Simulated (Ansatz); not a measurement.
One change: `Cc1cccc(O)c1C` becomes `Cc1cccc(O)c1O`.

Ansatz, PBE0-D4/def2-TZVP geometries, multiplicity 1. Each molecule was computed in one conformer, which needn't be the lowest.

```csv
property,`Cc1cccc(O)c1C`
HOMO–LUMO gap (PBE/def2-TZVPP) / eV,4.34
LUMO energy (PBE/def2-TZVPP) / eV,-0.91
HOMO energy (B3LYP/def2-TZVPP) / eV,-6.08
HOMO–LUMO gap (B3LYP/def2-TZVPP) / eV,5.85
size of the dipole moment (B3LYP/def2-TZVPP) / D,1.98
LUMO energy (B3LYP/def2-TZVPP) / eV,-0.23
```

Q: Give the same properties after the change, and the shifts. (Best estimate.)

A: Computed: 
```json
{"property": "HOMO–LUMO gap (PBE/def2-TZVPP) / eV", "`Cc1cccc(O)c1O`": "4.28", "shift": "-0.06"}
{"property": "LUMO energy (PBE/def2-TZVPP) / eV", "`Cc1cccc(O)c1O`": "-0.75", "shift": "0.16"}
{"property": "HOMO energy (B3LYP/def2-TZVPP) / eV", "`Cc1cccc(O)c1O`": "-5.91", "shift": "0.17"}
{"property": "HOMO–LUMO gap (B3LYP/def2-TZVPP) / eV", "`Cc1cccc(O)c1O`": "5.81", "shift": "-0.04"}
{"property": "size of the dipole moment (B3LYP/def2-TZVPP) / D", "`Cc1cccc(O)c1O`": "1.99", "shift": "0.01"}
{"property": "LUMO energy (B3LYP/def2-TZVPP) / eV", "`Cc1cccc(O)c1O`": "-0.09", "shift": "0.14"}
```

Dipoles are sizes alone; their direction can turn.

Positive LUMOs are unbound, so they and the gaps depend on the basis.

B3LYP here is the variant with VWN-RPA as its local correlation; programs differ in this.
